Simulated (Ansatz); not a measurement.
`[NH2][Sn][F]` + `O[SiH3]` → `[NH2][Sn][O][SiH3]` + H–F at 700 K and 1 bar (ligand exchange at the Sn–F bond).

Gas-phase electronic energies from Ansatz, PBE0-D4/def2-TZVP geometries. CBS: MP2 limit from def2 TZ/QZ plus the TZ coupled-cluster correction, frozen cores. This one scheme is used for every species. Elements past krypton have def2 core potentials. For Sn outer-core shells are correlated without core-valence functions, which leaves a few kJ/mol of doubt a bond. One conformer a species, not always the lowest.

```
             species  CCSD(T)/CBS energy (Eh)  H − E (kJ/mol)  S (J/(mol·K))
      `[NH2][Sn][F]`               -369.78999           114.6          362.4
           `O[SiH3]`               -366.69042           144.6          321.6
`[NH2][Sn][O][SiH3]`               -636.07850           216.4          483.3
                 H–F               -100.39570            45.2          198.5
```

H − E and S are ideal-gas, rigid-rotor, harmonic terms from PBE0-D4/def2-TZVP, for one conformer and one mirror image of each species. 1 Eh = 2625.50 kJ/mol, R = 8.31446 J/(mol·K).

Problem. By hand: ΔE, ΔH, ΔS and ΔG.

Solution. ΔE = (-636.07850) + (-100.39570) − (-369.78999) − (-366.69042) = 0.00621 Eh = 16.3 kJ/mol. Δ(H − E) = 216.4 + 45.2 − 114.6 − 144.6 = 2.4, so ΔH = 18.7 kJ/mol. ΔS = 483.3 + 198.5 − 362.4 − 321.6 = -2.2 J/(mol·K). ΔG = 18.7 − 700 × (-2.2)/1000 = 20.2 kJ/mol.

Problem. By hand: the equilibrium constant, and the temperature at which ΔG would vanish if ΔH and ΔS stayed fixed.

Solution. log₁₀ K = −ΔG/(RT ln 10) = -1.5. ΔH and −TΔS have one sign here, so there is no such temperature. One of them is within its doubt of zero, so this could turn.

The number of gas molecules stays the same, so ΔS is small and ΔH decides. A doubt of 5 kJ/mol in ΔE shifts log₁₀ K by 0.4 here. Other conformers and mirror images would add mixing entropy, several J/(mol·K) or more a flexible species. Modes under 60 cm⁻¹, often nearly free rotors, make the harmonic entropy too high. These are equilibria of isolated gas molecules and say nothing of rates. Largest T1 diagnostic: 0.017 (customary marks: 0.02 for closed shells, 0.045 for open ones).
